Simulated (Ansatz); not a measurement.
Z-matrix (Å, degrees):
```
Si
Si 1 2.342
H 1 1.489 2 109.9
H 1 1.488 2 111.7 3 120.6
H 1 1.489 2 109.9 3 -118.8
Ga 2 2.406 1 109.0 3 59.2
H 2 1.491 1 107.8 3 -62.5
H 2 1.491 1 107.9 3 -178.9
H 6 1.572 2 120.5 1 -87.8
H 6 1.572 2 120.7 1 89.5
```

Total charge 0; spin multiplicity 1.

Q: List the PBE/def2-TZVPP orbital energies in eV (Ansatz 0.2.0). (An estimate is asked.)

A: Computed: Occupied: -10093.82, -1779.62, -1779.48, -1233.77, -1093.49, -1093.37, -1093.36, -143.48, -137.39, -137.26, -98.14, -97.81, -97.78, -94.12, -94.11, -94.11, -93.99, -93.98, -93.97, -20.14, -20.01, -19.98, -19.86, -19.81, -13.98, -12.38, -10.79, -8.91, -8.65, -8.25, -7.45, -7.35, -6.47. Lowest empty: -2.99, -0.64, -0.62, -0.31, 0.15, 0.23, 0.45, 1.02.
